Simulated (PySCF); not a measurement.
Molecule: `COc1cccnn1`, C$_{5}$H$_{6}$N$_{2}$O.

Bonds (- single, = double, # triple, : aromatic): C1-O2, O2-C3, C3:C4, C4:C5, C5:C6, C6:N7, N7:N8, N8:C3. C1 carries H9, H10, H11; C4 carries H12; C5 carries H13; C6 carries H14.

Frames of a GFN2-xTB Langevin trajectory at 400 K; GIAO PBE0/pcSseg-1 shieldings in PySCF 2.14, gas phase, non-relativistic; equivalent atoms averaged within each frame.

References, each an isolated molecule treated in the same way: $^{13}$C (σref 186.93), $^{1}$H (σref 31.72) against TMS; H2O for $^{17}$O (σref 336.08); NH3 for $^{15}$N (σref 267.73). The references are static minima.

Question: How do the shifts (ppm) fluctuate along the trajectory?

Answer: 
| time (fs) | C3 | C6 | C5 | C4 | C1 | O2 | N7 | N8 | H14 | H13 |
| --- | --- | --- | --- | --- | --- | --- | --- | --- | --- | --- |
| optimised geometry | 171.1 | 150.4 | 132.2 | 119.3 | 57.0 | 122.9 | 461.9 | 398.8 | 9.18 | 7.38 |
| 250 | 169.2 | 148.6 | 132.4 | 113.9 | 51.9 | 107.8 | 435.2 | 403.6 | 8.76 | 7.58 |
| 425 | 185.9 | 148.8 | 120.0 | 117.1 | 52.7 | 124.4 | 470.8 | 412.2 | 9.47 | 6.71 |
| 625 | 173.1 | 157.8 | 130.9 | 112.9 | 55.5 | 111.6 | 508.8 | 404.1 | 10.39 | 7.97 |
| 800 | 179.7 | 152.3 | 135.9 | 116.9 | 57.8 | 134.3 | 501.1 | 428.0 | 8.81 | 7.91 |
| 1000 | 172.9 | 147.3 | 134.1 | 125.5 | 54.8 | 123.8 | 461.8 | 401.3 | 9.30 | 7.48 |
| mean of frames | 176.2 | 151.0 | 130.7 | 117.3 | 54.5 | 120.4 | 475.5 | 409.8 | 9.35 | 7.53 |
| standard deviation | 6.6 | 4.3 | 6.3 | 4.9 | 2.3 | 10.7 | 30.0 | 11.0 | 0.66 | 0.50 |

5 frames give an uncertainty of the mean of about the standard deviation over 2.2 at best, since frames this close in time may not be independent; classical motion lacks zero-point vibration, and the reference would need the same averaging.
